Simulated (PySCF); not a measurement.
# Electron correlation in Bi³⁺ (bismuth, charge +3)

[Xe] 4f14 5d10 6s2, closed-shell 1S. All numbers are calculated (PySCF 2.14, scalar relativity by spin-free X2C-1e, in ANO-RCC-VTZP). Frozen: [Kr] 4d10 4f14; 20 electrons correlated.

| level | correlation energy (mhartree) |
| --- | --- |
| CCSD | -562.11 |
| (T) | -13.18 |
| CCSD(T) | -575.29 |

Diagnostics: T1 = 0.0050, D1 = 0.0149, largest double amplitude 0.055.

Cost of the coupled-cluster step: roughly 6 core-seconds, for 20 correlated electrons.

Iterations:

```
CC2 = 0
CCSD nocc = 10, nmo = 63
frozen orbitals [0, 1, 2, 3, 4, 5, 6, 7, 8, 9, 10, 11, 12, 13, 14, 15, 16, 17, 18, 19, 20, 21, 22, 24, 25, 26, 27, 28, 29, 30]
max_cycle = 100
direct = 0
conv_tol = 1e-08
conv_tol_normt = 1e-06
diis_space = 8
diis_start_cycle = 0
Init t2, MP2 energy = -21527.2185865809  E_corr(MP2) -0.598597552575068
Init E_corr(CCSD) = -0.598597552577689
cycle = 1  E_corr(CCSD) = -0.550241954428342  dE = 0.0483555981  norm(t1,t2) = 0.030851
cycle = 2  E_corr(CCSD) = -0.563087255022491  dE = -0.0128453006  norm(t1,t2) = 0.00831561
cycle = 3  E_corr(CCSD) = -0.561648210895351  dE = 0.00143904413  norm(t1,t2) = 0.00193076
cycle = 4  E_corr(CCSD) = -0.562091560196337  dE = -0.000443349301  norm(t1,t2) = 0.000638771
cycle = 5  E_corr(CCSD) = -0.562112042598881  dE = -2.04824025e-05  norm(t1,t2) = 5.34694e-05
cycle = 6  E_corr(CCSD) = -0.562105592939037  dE = 6.44965984e-06  norm(t1,t2) = 1.09228e-05
cycle = 7  E_corr(CCSD) = -0.562106148852126  dE = -5.55913089e-07  norm(t1,t2) = 1.43671e-06
cycle = 8  E_corr(CCSD) = -0.562106277875397  dE = -1.29023271e-07  norm(t1,t2) = 1.4466e-07
cycle = 9  E_corr(CCSD) = -0.56210627628553  dE = 1.58986679e-09  norm(t1,t2) = 1.98739e-08
CCSD converged
E(CCSD) = -21527.1820953046  E_corr = -0.56210627628553
CCSD(T) correction = -0.013179805956661
```
